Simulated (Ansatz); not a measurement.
Stepwise reaction of `[O]=[W]([OH])([OH])([Cl])[Cl]` with hydrogen chloride, as a gas-phase model of exchange steps in deposition or etching. ΔE in kJ/mol.

Computed with Ansatz on PBE0-D4/def2-TZVP structures; ΔE is electronic, products minus reactants. CCSD(T)/CBS adds triple-zeta CCSD(T) − MP2 to the extrapolated MP2 energy (def2 sets, frozen cores). This one scheme is used for every species. Functionals use def2-TZVPP. B3LYP here is the variant with VWN-RPA as its local correlation; programs differ in this. def2 core potentials past Kr. For W outer-core shells are correlated without core-valence functions, which leaves a few kJ/mol of doubt a bond. One conformer a species, not always the lowest.

```csv
step,reaction,PBE-D4,B3LYP-D4,ωB97M-V,CCSD(T)/CBS
1,`[O]=[W]([OH])([OH])([Cl])[Cl]` + HCl → `[O]=[W]([OH])([Cl])([Cl])[Cl]` + H₂O,-2.3,1.4,4.0,-3.4
```

(1) Give the row of step 2, `[O]=[W]([OH])([Cl])([Cl])[Cl]` + HCl → `[O]=[W]([Cl])([Cl])([Cl])[Cl]` + H₂O. (An estimate is asked.)

(2) By hand: ΔE of the 2 steps together at CCSD(T)/CBS.

Answers

(1) Ansatz gave: 
| step | reaction | PBE-D4 | B3LYP-D4 | ωB97M-V | CCSD(T)/CBS |
| --- | --- | --- | --- | --- | --- |
| 2 | `[O]=[W]([OH])([Cl])([Cl])[Cl]` + HCl → `[O]=[W]([Cl])([Cl])([Cl])[Cl]` + H₂O | -9.3 | -5.1 | -0.2 | -9.9 |

(2) (-3.4) + (-9.9) = -13.3 kJ/mol, or -6.7 kJ/mol a step.

In ΔE each step is lower than the one before. PBE-D4 differs from CCSD(T)/CBS by 0.6 to 1.1 kJ/mol a step. Only this route is followed, and other bonds may react first. Isolated molecules leave out the surface, adducts and barriers. Largest T1 diagnostic: 0.021.
